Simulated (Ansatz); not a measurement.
System: CH$_{7}$OSi$_{2}$, charge -1, multiplicity 1. It need not be the lowest isomer of its formula. Whether it binds its extra electron was not tested at this geometry. 
Geometry from a B3LYP-D3(BJ)/def2-TZVP (Ansatz, a quantum-chemistry and plane-wave program) optimisation:
SMILES: C[SiH2]O[SiH2-]
```xyz
11

C     -1.9737    -0.9468    -0.0909
Si    -0.9911     0.6618    -0.1265
O      0.4876     0.5349     0.4779
Si     1.8595    -0.4418    -0.1251
H     -1.4593    -1.7003    -0.6916
H     -2.0566    -1.3298     0.9293
H     -2.9828    -0.8061    -0.4917
H     -1.0347     1.1506    -1.5423
H     -1.7691     1.6686     0.6665
H      2.1137    -1.2407     1.1753
H      2.9735     0.5783     0.1995
```
Charge -1, spin multiplicity 1.

Basis-set convergence of Hartree-Fock and CCSD(T) correlation energies (hartree) with Ansatz. Valence correlation only, unless marked. No spin-orbit coupling. Non-relativistic. This anion needs diffuse functions, which these sets lack.

```tsv
basis	functions	E(HF)	E(corr, CCSD(T))
cc-pV(D+d)Z	109	-694.73655	-0.61573
cc-pV(T+d)Z	236	-694.81135	-0.75849
cc-pV(Q+d)Z	448	[?]	[?]
```

Q: Complete the blanks.

A: 
- cc-pV(Q+d)Z, E(HF): -694.83032
- cc-pV(Q+d)Z, E(corr, CCSD(T)): -0.80406
